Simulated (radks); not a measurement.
Values are calculated unless marked as measured or tabulated.
Task: The mean radii <r> (bohr) of the occupied orbitals of an atom or ion are listed with their occupations. Code: a radial shooting solver on a logarithmic mesh with Libxc functionals. Model: scalar-relativistic Kohn-Sham, SCAN, spin-polarised, spherical densities, finite nucleus; meta-GGA in the generalised Kohn-Sham scheme; Fermi nuclear charge, rms radius of each element as measured or else 0.836 A^(1/3) + 0.57 fm.

orbital  occ.      <r>
1s up       1  0.04149
1s down     1  0.04149
2s up       1   0.1833
2s down     1   0.1833
2p up       3   0.1601
2p down     3   0.1601
3s up       1   0.5289
3s down     1   0.5290
3p up       3   0.5397
3p down     3   0.5396
3d up       5   0.5556
3d down     5   0.5548
4s up       1    1.543
4s down     1    1.547
4p up       3    1.813
4p down     2    1.828

Name the element and its charge. Open shells, if any, are filled with parallel spins first.

Result: Z = 36, krypton, charge +1: Kr+ in [Ar] 3d10 4s2 4p5. The 1s radius gives Z: for a bare nucleus <r> = (2 gamma + 1)/(2Z) with gamma = sqrt(1 - (Z/c)^2), 0.04069 bohr for Z = 36, and screening makes it slightly larger (0.04149 here). The occupations add up to 35, and the charge is Z minus that.
